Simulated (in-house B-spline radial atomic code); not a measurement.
**RPA and G0W0 on LDA exchange-only: Sr5+**

Configuration [Ar] 3d10 4s2 4p3, highest spin, mean-field start LDA exchange-only. Computed with a B-spline radial code for spherical atoms: all electrons, scalar-relativistic (spin-free one-electron X2C), finite nucleus, each spin shell either full or empty, empty states to l = 9 with an (l + 1/2)⁻⁴ tail; G0W0 by contour deformation at full frequency.

Command:
```bash
python run_gw.py task.json out
```
Settings (radii: box in bohr, nucleus in fm):
```
Z                        38
electrons                33
configuration            [Ar] 3d10 4s2 4p3
hamiltonian              x2c
method                   lda,
lmax                     9
rms_radius               4.224
spin_polarised           True
box_radius               10.43
intervals                67
```

Time taken, with all properties: 5.6 s on 1 thread of Arm Neoverse N1, with other jobs on the host.

Energies (hartree):

```
                                     term        value
                         mean-field total  -3165.04889
Hartree-Fock functional on these orbitals  -3170.65635
                      direct second order      -2.8322
                    second-order exchange      0.83006
                         SOSEX correction      0.76999
```

(1) What is the RPA correlation energy, and what remains with SOSEX?

Quasi-particle levels (eV):

```tsv
level	occupied	mean field	Σx - vxc	Σc	QP weight	G0W0
4p up	yes	-80.23	-9.01	?	?	?
4s down	yes	-95.49	-6.74	-2.78	0.956	-105.01
3d down	yes	-191.63	-26.18	6.09	0.894	-211.72
4p down	no	-75.39	7.39	-2.93	0.955	-70.93
```

G0W0 = mean field + (Σx - vxc) + Σc, with Σc (partial-wave tail included) taken at the quasi-particle energy. Only the outer levels were computed. Levels of low weight are left out.

(2) Where does G0W0 put 4p up?

Answers

(1) RPA gives -2.4986 hartree (-2.06 eV per electron); RPA + SOSEX gives -1.7286, and the second-order doubles -2.0021 hartree (no singles). SOSEX takes back 31 % of the RPA value.

(2) At -89.62 eV, with Σc = -0.38 eV and a quasi-particle weight of 0.952. The tabulated removal energy is 88 ± 2 eV (NIST, tabulated theory); the calculation leaves out spin-orbit coupling, Breit and QED terms, and what these don't explain is the method's own error.
